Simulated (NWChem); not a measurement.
System: BClF2; SMILES FB(F)Cl

Input file for NWChem:

```
start job
memory heap 200 mb stack 900 mb global 1100 mb
geometry units angstroms noautosym nocenter noautoz
  B     -0.003219     0.438452     0.000000
  F      0.000314     1.101915    -1.136390
  F      0.000314     1.101915     1.136390
  Cl    -0.000009    -1.316638     0.000000
end
basis spherical
  * library 6-31g*
end
dft
  xc b3lyp
  iterations 150
end
property
  shielding 3 1 2 4
  efieldgrad
end
task dft property
```

Output (shortened):

```
             Northwest Computational Chemistry Package (NWChem) 7.3.0
             --------------------------------------------------------

                             Geometry "geometry" -> ""
                             -------------------------

 Output coordinates in angstroms (scale by  1.889725989 to convert to a.u.)

  No.       Tag          Charge          X              Y              Z
 ---- ---------------- ---------- -------------- -------------- --------------
    1 B                    5.0000    -0.00321900     0.43845200     0.00000000
    2 F                    9.0000     0.00031400     1.10191500    -1.13639000
    3 F                    9.0000     0.00031400     1.10191500     1.13639000
    4 Cl                  17.0000    -0.00000900    -1.31663800     0.00000000

 Effective nuclear repulsion energy (a.u.)     141.2773958645

                              NWChem Property Module
                              ----------------------

  itol2e modified to match energy
  convergence criterion.

                                 NWChem DFT Module
                                 -----------------

 Summary of "ao basis" -> "ao basis" (spherical)
 ------------------------------------------------------------------------------
       Tag                 Description            Shells   Functions and Types
 ---------------- ------------------------------  ------  ---------------------
 B                           6-31g*                  6       14   3s2p1d
 F                           6-31g*                  6       14   3s2p1d
 Cl                          6-31g*                  8       18   4s3p1d

  itol2e modified to match energy
  convergence criterion.

            General Information
            -------------------
          SCF calculation type: DFT
          Wavefunction type:  closed shell.
          No. of atoms     :     4
          No. of electrons :    40
           Alpha electrons :    20
            Beta electrons :    20
          Charge           :     0
          Spin multiplicity:     1
          Use of symmetry is: off; symmetry adaption is: off
          Maximum number of iterations: 150
          AO basis - number of functions:    60
                     number of shells:    26
          Convergence on energy requested:  1.00D-07
          Convergence on density requested:  1.00D-05
          Convergence on gradient requested:  5.00D-04

[...]

          -----------------------------------------
          Chemical Shielding Tensors (GIAO, in ppm)
          -----------------------------------------

                                NWChem CPHF Module
                                ------------------

  scftype          =     RHF
  nclosed          =       20
  nopen            =        0
  variables        =      800
  # of vectors     =        3
  tolerance        = 0.10D-03
  level shift      = 0.00D+00
  max iterations   =       50
  max subspace     =       30

 SCF residual:    5.8509608499607844E-005

Iterative solution of linear equations
  No. of variables      800
  No. of equations        3
  Maximum subspace       30
        Iterations       50
       Convergence  1.0D-04

   iter   nsub   residual    time
   ----  ------  --------  ---------
     1      3    4.25D-01       6.1
     2      6    9.29D-03       6.8
     3      9    5.98D-04       7.5
     4     12    1.51D-05       8.3

      Atom:    1  B
        Diamagnetic
    187.6695      0.0176     -0.0000
      0.0176    209.4674      0.0000
     -0.0000      0.0000    204.8216

        Paramagnetic
   -101.9652     -0.0121      0.0000
     -0.0121   -106.9096     -0.0000
      0.0000     -0.0000   -121.2102

        Total Shielding Tensor
     85.7043      0.0055      0.0000
      0.0055    102.5578     -0.0000
      0.0000     -0.0000     83.6114

           isotropic =      90.6245
          anisotropy =      17.8999

          Principal Components and Axis System
                 1           2           3
              102.5578     85.7043     83.6114

      1         0.0003      1.0000     -0.0000
      2         1.0000     -0.0003      0.0000
      3        -0.0000      0.0000      1.0000

      Atom:    2  F
        Diamagnetic
    459.2781      0.0515     -0.0821
      0.0515    466.9425    -14.0283
     -0.0821    -14.0283    481.8162

        Paramagnetic
   -105.4740     -0.2115     -0.0683
     -0.2115   -260.8736    -88.8286
     -0.0683    -88.8286   -269.2860

        Total Shielding Tensor
    353.8041     -0.1600     -0.1504
     -0.1600    206.0688   -102.8569
     -0.1504   -102.8569    212.5302

           isotropic =     257.4677
          anisotropy =     144.5048

          Principal Components and Axis System
                 1           2           3
              353.8043    312.2071    106.3917

      1         1.0000     -0.0001      0.0009
      2        -0.0007     -0.6959      0.7181
      3        -0.0006      0.7181      0.6959

      Atom:    3  Cl
        Diamagnetic
   1144.6045     -0.0193     -0.0000
     -0.0193   1153.1125     -0.0000
     -0.0000     -0.0000   1144.7542

        Paramagnetic
   -237.5830     -0.7716      0.0000
     -0.7716   -122.7205      0.0000
      0.0000      0.0000   -419.8881

        Total Shielding Tensor
    907.0215     -0.7909      0.0000
     -0.7909   1030.3921      0.0000
      0.0000      0.0000    724.8661

           isotropic =     887.4266
          anisotropy =     214.4558

          Principal Components and Axis System
                 1           2           3
             1030.3971    907.0165    724.8661

      1        -0.0064      1.0000     -0.0000
      2         1.0000      0.0064     -0.0000
      3         0.0000      0.0000      1.0000
```

Level: B3LYP/6-31G* (spherical d), GIAO. Geometry: optimised at B3LYP/6-31G* (spherical d). B3LYP is NWChem's, with the RPA form of VWN correlation. NWChem prints the field gradient with the sign opposite to the second derivative of the potential. The output numbers the shielded atoms by their place in the input's list. The printed shielding anisotropy is the first printed principal value minus the mean of the other two.
